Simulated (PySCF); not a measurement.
Sn(Cl)(NMe2) (C2H6ClNSn), SMILES C[N](C)[Sn][Cl] (connectivity only; charge and spin as stated), neutral, multiplicity 1.

Coordinates come from a PBE0-D3(BJ)/def2-SVP optimisation. The structure was generated by enumeration; whether it is a known compound was not checked. The def2 effective core potentials stand for the cores of Sn; spin–orbit coupling is left out. Other conformers were not sampled.

Computed with PySCF with PBE0-D3(BJ)/def2-SVP.

Frequencies are harmonic and unscaled.

```tsv
mode	ν (cm⁻¹)	IR (km/mol)	Raman (Å⁴/amu)	depolarisation	moving atoms (share of kinetic energy)
1	82	0.6	0.0	–	C 48 %, H 25 %, Cl 19 %
2	137	3.5	3.4	0.75	Cl 51 %, C 22 %, Sn 16 %, H 9 %
3	198	5.3	0.4	0.75	H 71 %, N 27 %
4	248	1.4	0.4	0.75	H 92 %
5	251	0.0	3.3	0.25	C 47 %, H 23 %, N 20 %
6	301	8.2	0.1	0.75	H 59 %, N 35 %
7	311	13.4	10.2	0.50	C 47 %, H 24 %, Sn 18 %
8	344	52.1	8.9	0.24	Cl 65 %, Sn 25 %
9	531	26.3	21.8	0.20	C 35 %, N 29 %, H 29 %
10	1004	102.0	41.0	0.43	C 44 %, H 32 %, N 24 %
11	1084	4.0	2.9	0.74	H 74 %, C 24 %
12	1102	0.4	2.5	0.75	H 80 %, C 20 %
13	1150	5.9	0.0	–	H 69 %, C 20 %, N 12 %
14	1261	40.7	9.5	0.51	N 55 %, C 31 %, H 14 %
15	1280	13.9	55.2	0.32	H 39 %, N 37 %, C 24 %
16	1423	0.1	25.7	0.75	H 86 %, C 14 %
17	1440	3.6	22.3	0.75	H 97 %
18	1448	25.2	8.7	0.44	H 82 %, C 18 %
19	1464	10.2	9.4	0.75	H 97 %
20	1469	17.3	11.4	0.67	H 97 %
21	1494	2.9	47.3	0.61	H 95 %
22	2983	60.8	115.5	0.29	H 97 %
23	2989	143.8	412.3	0.05	H 97 %
24	3046	73.8	308.1	0.75	H 91 %, C 9 %
25	3054	0.5	25.3	0.75	H 90 %, C 10 %
26	3100	17.5	55.8	0.72	H 91 %, C 9 %
27	3159	1.6	25.6	0.74	H 91 %, C 9 %
```
